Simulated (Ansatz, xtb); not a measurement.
A geometry optimisation of C3H11AlGeO with r2SCAN-D4/def2-SVP

The starting geometry of this gas-phase singlet was built from a drawn formula by distance geometry and a force field; its bonds are those of `CO[C@@H]([GeH3])[AlH][CH3]`.

```yaml
atoms:
  - { symbol: C, position_ang: [-2.0667, 1.0238, -0.0065] }
  - { symbol: C, position_ang: [-0.4555, 0.2166, -1.4738] }
  - { symbol: C, position_ang: [2.9556, 0.0047, -0.7823] }
  - { symbol: Al, position_ang: [1.2053, -0.8646, -1.2715] }
  - { symbol: Ge, position_ang: [-0.0943, 1.5790, -2.8275] }
  - { symbol: O, position_ang: [-0.6761, 0.8765, -0.2022] }
  - { symbol: H, position_ang: [-2.5056, 1.6024, -0.8361] }
  - { symbol: H, position_ang: [-2.5914, 0.0630, 0.0537] }
  - { symbol: H, position_ang: [-2.2368, 1.6176, 0.8971] }
  - { symbol: H, position_ang: [-1.2245, -0.4999, -1.7884] }
  - { symbol: H, position_ang: [1.0491, 2.4940, -2.4351] }
  - { symbol: H, position_ang: [-1.3786, 2.4009, -3.0445] }
  - { symbol: H, position_ang: [0.2552, 0.8851, -4.1419] }
  - { symbol: H, position_ang: [1.1913, -2.4498, -1.5496] }
  - { symbol: H, position_ang: [3.6071, -0.1472, -1.5783] }
  - { symbol: H, position_ang: [3.3312, -0.4169, 0.1707] }
  - { symbol: H, position_ang: [2.7538, 1.0982, -0.6630] }
```

Question: Where would you expect an optimisation with r2SCAN-D4/def2-SVP to take it?

Answer: A new bond forms, giving a structure given below by its coordinates. Contacts that close: Al4–O6 (2.78 → 1.96 Å).

The energy falls by 0.69 eV over 26 steps:

```json
{"step": "1", "E − E(last) (eV)": "0.687"}
{"step": "4", "E − E(last) (eV)": "0.381"}
{"step": "7", "E − E(last) (eV)": "0.334"}
{"step": "9", "E − E(last) (eV)": "0.264"}
{"step": "12", "E − E(last) (eV)": "0.065"}
{"step": "15", "E − E(last) (eV)": "0.017"}
{"step": "18", "E − E(last) (eV)": "0.001"}
{"step": "20", "E − E(last) (eV)": "0.000"}
{"step": "23", "E − E(last) (eV)": "0.000"}
{"step": "26", "E − E(last) (eV)": "0.000"}
```

Final geometry (Å):

| atom | x (Å) | y (Å) | z (Å) |
| --- | --- | --- | --- |
| C | -1.7362 | 0.6339 | 0.0399 |
| C | -0.3794 | 0.2411 | -2.0299 |
| C | 2.7645 | 0.0568 | -0.6432 |
| Al | 0.9600 | -0.6519 | -0.8842 |
| Ge | -0.1705 | 1.7966 | -3.1812 |
| O | -0.4560 | 0.6690 | -0.5749 |
| H | -2.4029 | 1.3543 | -0.4614 |
| H | -2.1732 | -0.3785 | -0.0173 |
| H | -1.6059 | 0.9200 | 1.0932 |
| H | -1.2803 | -0.3533 | -2.2603 |
| H | 1.1311 | 2.5322 | -2.8294 |
| H | -1.3394 | 2.7951 | -3.0382 |
| H | -0.1080 | 1.3114 | -4.6387 |
| H | 0.4691 | -2.0358 | -0.2623 |
| H | 3.4917 | -0.4777 | -1.2807 |
| H | 3.1207 | -0.0556 | 0.3955 |
| H | 2.8337 | 1.1258 | -0.9059 |

From the same start GFN2-xTB reaches the same bonding as this run.

No frequencies were run, so the end isn't proven a minimum. Run with Ansatz 0.2.0, 2 min on 2 threads of Arm Neoverse V2, on a shared host.
